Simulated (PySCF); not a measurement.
B3LYP has the VWN-RPA correlation part, as in Gaussian. 

## BrCl$_{2}$Si, SMILES `Cl[Si](Cl)Br` (charge 0, multiplicity 2)

Calculation: B3LYP-D3(BJ)/def2-TZVP in PySCF.

highest occupied spin orbital: -6.81 eV
dipole moment: 0.59 D
total energy: -3784.2777 Ha
cost: about 3 core-minutes (a rough figure)

```xyz
4

Cl    -1.2887    -1.4760    -0.1786
Si    -0.0469     0.0081     0.5267
Cl    -0.7073     1.8274    -0.1779
Br     2.0429    -0.3595    -0.1702
```
Charge 0, spin multiplicity 2.
